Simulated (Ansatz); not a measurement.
Ansatz (a first-principles code) input (LC-wPBE/def2-TZVPD):

Ansatz 0.2 input:
```yaml
crystal:
  periodic: [false, false, false]
  atoms:
    - {symbol: C, position_ang: [-0.36244185, -1.24728259, -0.94461907]}
    - {symbol: C, position_ang: [-0.36901182, -0.15469117, 0.07324632]}
    - {symbol: C, position_ang: [-1.05163425, 1.10711289, -0.46495155]}
    - {symbol: C, position_ang: [-1.07680005, -0.62973278, 1.34965177]}
    - {symbol: O, position_ang: [0.97283835, 0.12716190, 0.51868353]}
    - {symbol: C, position_ang: [1.86994975, 0.61044752, -0.46081852]}
    - {symbol: H, position_ang: [0.29291996, -2.09647195, -0.80411154]}
    - {symbol: H, position_ang: [-1.09327089, -1.28021455, -1.74056505]}
    - {symbol: H, position_ang: [-0.59263301, 1.45087392, -1.39196840]}
    - {symbol: H, position_ang: [-2.10350774, 0.90361820, -0.67064554]}
    - {symbol: H, position_ang: [-0.99146792, 1.90722340, 0.27371798]}
    - {symbol: H, position_ang: [-2.11502386, -0.88854871, 1.14128120]}
    - {symbol: H, position_ang: [-1.05072343, 0.16368674, 2.09903227]}
    - {symbol: H, position_ang: [-0.56851957, -1.50504893, 1.75309065]}
    - {symbol: H, position_ang: [1.88774491, -0.02848150, -1.35059552]}
    - {symbol: H, position_ang: [1.63267077, 1.63424034, -0.76976109]}
    - {symbol: H, position_ang: [2.85873308, 0.60670481, -0.00399686]}
basis:
  gaussian:
    orbitals: def2-TZVPD
hamiltonian:
  xc: {name: LC-wPBE}
magnetization: {spin_polarized: true, initial_magnetization: 1}
output: {forces: true}
```

Output:

```
Functional definition: LC-wPBE
integrals: 0.40 GiB planned
1615 factors; their error is unknown
integrals: 0.44 GiB planned
832 factors; integrals over basis functions are off by at most 8.3e-6 eV
0.51 GiB of the device are held for the grids
2.39 GiB of device memory are held for the factors and their scratch space
mean field: 2.74 GiB planned
mean field evaluation 1: about -7402.4270 eV, gradient 3.6e1 eV
mean field evaluation 2: about -7405.3282 eV, gradient 2.8e1 eV
mean field evaluation 4: about -7408.1529 eV, gradient 2.0e0 eV
mean field evaluation 8: about -7408.1804 eV, gradient 1.7e-1 eV
mean field evaluation 16: about -7408.1022 eV, gradient 7.0e-4 eV
mean field -7408.10220946 eV, -272.2427348058 hartree, gradient 5.5e-5 eV, S^2 0.755116; 0 other end points of the search recorded, 0 dependent functions left out
the calculation of the forces begins
reference -7408.10220947 eV, -272.2427348061 hartree; 25, 24 occupied and 299, 300 virtual orbitals, 1615 factors
Total energy: -7408.10220947 eV, -272.2427348061 hartree
Atom 0 at    -0.362442    -1.247283    -0.944619 Å, force     0.020196     0.096304     0.073210 eV/Å
Atom 1 at    -0.369012    -0.154691     0.073246 Å, force     0.177061     0.161435     0.239822 eV/Å
Atom 2 at    -1.051634     1.107113    -0.464952 Å, force     0.134884    -0.208189     0.093581 eV/Å
Atom 3 at    -1.076800    -0.629733     1.349652 Å, force     0.123889     0.120100    -0.234379 eV/Å
Atom 4 at     0.972838     0.127162     0.518684 Å, force    -0.200606     0.024555    -0.339537 eV/Å
Atom 5 at     1.869950     0.610448    -0.460819 Å, force    -0.267072    -0.109594     0.178335 eV/Å
Atom 6 at     0.292920    -2.096472    -0.804112 Å, force     0.027145    -0.020773     0.019652 eV/Å
Atom 7 at    -1.093271    -1.280215    -1.740565 Å, force    -0.031964     0.020043    -0.020744 eV/Å
Atom 8 at    -0.592633     1.450874    -1.391968 Å, force     0.012392    -0.015125    -0.008843 eV/Å
Atom 9 at    -2.103508     0.903618    -0.670646 Å, force     0.012201    -0.017773     0.010121 eV/Å
Atom 10 at    -0.991468     1.907223     0.273718 Å, force     0.001697    -0.015358     0.008195 eV/Å
Atom 11 at    -2.115024    -0.888549     1.141281 Å, force    -0.001196     0.001394    -0.014454 eV/Å
Atom 12 at    -1.050723     0.163687     2.099032 Å, force     0.004747    -0.017189    -0.028358 eV/Å
Atom 13 at    -0.568520    -1.505049     1.753091 Å, force     0.008169     0.004003    -0.013871 eV/Å
Atom 14 at     1.887745    -0.028481    -1.350596 Å, force    -0.008472    -0.009083     0.022663 eV/Å
Atom 15 at     1.632671     1.634240    -0.769761 Å, force    -0.008611    -0.014890     0.026028 eV/Å
Atom 16 at     2.858733     0.606705    -0.003997 Å, force    -0.004460     0.000140    -0.011421 eV/Å
Dipole moment:    -0.124820     0.036036    -0.227078 e Å
```

It need not be the lowest isomer of its formula.
